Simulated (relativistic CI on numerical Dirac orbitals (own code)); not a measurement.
# Electric-dipole transitions in Ni¹²⁺

Method of calculation: Dirac-Coulomb-Breit CI, KLI orbitals optimised for each configuration, QED by a radiative potential, unscaled Slater integrals (own radial code, finite nucleus).

Configuration list (outside the closed core [Ne]): 3s2 3p4, 3s 3p5, 3p6, 3s2 3p3 3d, 3s 3p4 3d, 3p5 3d, 3s 3p3 3d2, 3s2 3p3 4s, 3s2 3p2 3d 4p, 3s2 3p3 4p, 3p5 4s, 3p5 4p, 3s 3p3 3d 4s, 3s2 3p3 4d, 3s 3p4 4s, 3s2 3p3 4f, 3s 3p4 4p, 3p4 3d 4p, 3s 3p4 4d, 3s2 3p3 5s, 3s2 3p3 5p, 3s 3p4 4f, 3s2 3p2 4s 4p, 3s2 3p3 5d, 3s2 3p3 5f, 3s2 3p3 5g, 3s 3p3 4s2, 3s2 3p3 6s, 3s 3p4 5s, 3s2 3p2 3d2, 3s2 3p 3d3, 3s 3p2 3d3, 3s2 3p 3d2 4s, 3s2 3p 3d2 4p, 3s2 3p 3d2 4d, 3p4 3d2, 3p3 3d3, 3p3 3d2 4s, 3p3 3d2 4p, 3p3 3d2 4d, 3s2 3p2 3d 4s, 3s 3p2 3d2 4s, 3s2 3p 3d 4s2, 3s2 3p 3d 4s 4p, 3s2 3p 3d 4s 4d, 3p4 3d 4s, 3p3 3d 4s2, 3p3 3d 4s 4p, 3p3 3d 4s 4d, 3s2 3p2 4s2, 3s 3p2 3d 4s2, 3s2 3p 4s2 4p, 3s2 3p 4s2 4d, 3s2 3p2 4p2, 3s2 3p 3d 4p2, 3s 3p2 3d 4p2, 3s2 3p 4s 4p2, 3s2 3p 4p3, 3s2 3p 4p2 4d. Double excitations out of closed p, d and f shells are left out; levels of such configurations are missing from the list, as are those of other unlisted configurations, and high levels can miss mixing partners. These lack a partner that the ground configuration has and come out too high: 3s2 3p3 4f, 3s 3p4 4p, 3s 3p4 4d, 3s2 3p3 5s, 3s2 3p3 5p.

```tsv
λ vac (nm)	Lower	Upper	A (s⁻¹)	gf	Branching (%)
15.124	3s 3p5 1P°_1 [9]	3s 3p4 3d 1P_1 [145]	1.08e+11	1.11e+00	65.4
15.199	3s2 3p4 3P_2 [1]	3s2 3p3 3d 3D°_2 [43]	3.38e+10	5.86e-01	21.0
15.322	3s 3p5 3P°_2 [6]	3s 3p4 3d 3D_3 [102]	1.41e+11	3.46e+00	95.9
15.439	3s2 3p4 1D_2 [4]	3s2 3p3 3d 1F°_3 [46]	1.79e+11	4.49e+00	99.8
15.447	3s 3p5 3P°_2 [6]	3s 3p4 3d 3D_2 [99]	6.73e+10	1.20e+00	83.7
15.453	3s2 3p4 3P_2 [1]	3s2 3p3 3d 3D°_3 [42]	1.64e+11	4.11e+00	99.9
15.501	3s2 3p4 3P_1 [2]	3s2 3p3 3d 3D°_1 [44]	6.87e+10	7.42e-01	41.6
15.522	3s2 3p4 3P_0 [3]	3s2 3p3 3d 3D°_1 [44]	9.29e+10	1.01e+00	56.4
15.644	3s2 3p3 3d 3G°_3 [22]	3s2 3p2 3d2 3G_3 [183]	1.01e+11	2.59e+00	58.5
15.660	3s2 3p4 3P_1 [2]	3s2 3p3 3d 3D°_2 [43]	1.23e+11	2.26e+00	76.4
15.689	3s2 3p3 3d 3G°_4 [23]	3s2 3p2 3d2 3G_4 [184]	7.62e+10	2.53e+00	51.4
15.774	3s2 3p3 3d 3G°_5 [24]	3s2 3p2 3d2 3G_5 [185]	1.14e+11	4.68e+00	66.4
15.780	3s2 3p4 1D_2 [4]	3s2 3p3 3d 1D°_2 [45]	1.24e+11	2.32e+00	92.5
15.800	3s2 3p3 3d 5D°_2 [12]	3s2 3p2 3d2 5D_1 [142]	1.16e+11	1.30e+00	68.6
15.828	3s2 3p3 3d 5D°_3 [13]	3s2 3p2 3d2 5D_2 [140]	8.46e+10	1.59e+00	57.9
15.833	3s2 3p4 1S_0 [5]	3s2 3p3 3d 1P°_1 [48]	1.44e+11	1.63e+00	97.1
15.863	3s2 3p3 3d 5D°_4 [14]	3s2 3p2 3d2 5P_3 [141]	1.38e+11	3.64e+00	91.5
15.931	3s2 3p3 3d 5D°_3 [13]	3s2 3p2 3d2 5D_3 [137]	1.11e+11	2.96e+00	71.7
15.960	3s2 3p3 3d 5D°_4 [14]	3s2 3p2 3d2 5D_4 [139]	1.38e+11	4.73e+00	85.1
16.126	3s2 3p4 3P_2 [1]	3s2 3p3 3d 3P°_1 [38]	9.01e+10	1.05e+00	62.4
16.151	3s2 3p4 3P_2 [1]	3s2 3p3 3d 3P°_2 [37]	1.14e+11	2.22e+00	82.1
16.179	3s2 3p3 3d 1G°_4 [25]	3s2 3p2 3d2 1G_4 [175]	9.32e+10	3.29e+00	72.3
16.256	3s2 3p4 3P_1 [2]	3s2 3p3 3d 3P°_0 [40]	1.57e+11	6.21e-01	100.0
16.344	3s 3p5 1P°_1 [9]	3s2 3p2 3d2 1D_2 [126]	6.49e+10	1.30e+00	76.3
16.820	3s2 3p3 3d 1F°_3 [46]	3s2 3p2 3d2 1G_4 [250]	1.95e+11	7.44e+00	86.0
16.834	3s2 3p3 3d 3D°_3 [42]	3s2 3p2 3d2 3F_4 [221]	1.59e+11	6.08e+00	74.3
16.938	3s2 3p3 3d 3D°_2 [43]	3s2 3p2 3d2 3F_3 [228]	1.31e+11	3.93e+00	63.4
17.005	3s2 3p3 3d 3G°_5 [24]	3s2 3p2 3d2 3H_6 [162]	5.04e+10	2.84e+00	100.0
17.775	3s2 3p3 3d 3G°_5 [24]	3s2 3p2 3d2 3F_4 [147]	6.22e+10	2.65e+00	57.8
17.850	3s2 3p3 3d 5D°_4 [14]	3s2 3p2 3d2 5F_5 [118]	3.70e+10	1.95e+00	98.1
```

Terms are leading LS components. Brackets give the number of a level in order of energy, since labels repeat. The list gives strong lines, with weight on those to low levels, without lines whose two gauges differ by over a factor of 2.5, among the lowest 400 of 8828 levels, so that lines to higher ones, which can be the strongest, are missing. Levels whose partners in the same complex of configurations lie outside the list can be far off, and so can their lines. Rates are taken at the computed energies, electric ones in the length gauge.

At this charge energies of transitions that change n are usually good to better than 1 %, and those within a shell (Δn = 0) to a few per cent.

LS names give the leading component of a level, which can be under half, so a name can repeat, a term be missing and a line seem to break the LS rules.
